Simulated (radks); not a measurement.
The numbers below are computed, except where a source is named.
Q: Coherent X-ray form factor from a spherical all-electron density. Code: a radial shooting solver on a logarithmic mesh with Libxc functionals. Model: scalar-relativistic Kohn-Sham, r2SCAN, spin-polarised, spherical densities, finite nucleus; meta-GGA in the generalised Kohn-Sham scheme; Fermi nuclear charge, rms radius of each element as measured or else 0.836 A^(1/3) + 0.57 fm.

sin(theta)/lambda (1/angstrom)  f0 (electrons)
0.05                                    81.701
0.1                                     78.431
0.15                                    74.344
0.2                                     70.178
0.25                                    66.185
0.3                                     62.413
0.4                                     55.552
0.5                                     49.647
0.6                                     44.664
0.8                                     36.828
1                                       30.755
1.25                                    24.759
1.5                                     20.371
2                                       15.429

The species is in the configuration that NIST lists as its ground one. Which atom or ion scatters so?

A: Neutral bismuth, [Hg] 6p3. Extrapolating in s^2 from the first two rows gives f0(0) = 82.8, near the electron count 83; among species with that count, the fall with angle is slower the higher Z, and the table is that of Z = 83; from so few rows the species is fixed only to a neighbour or two.
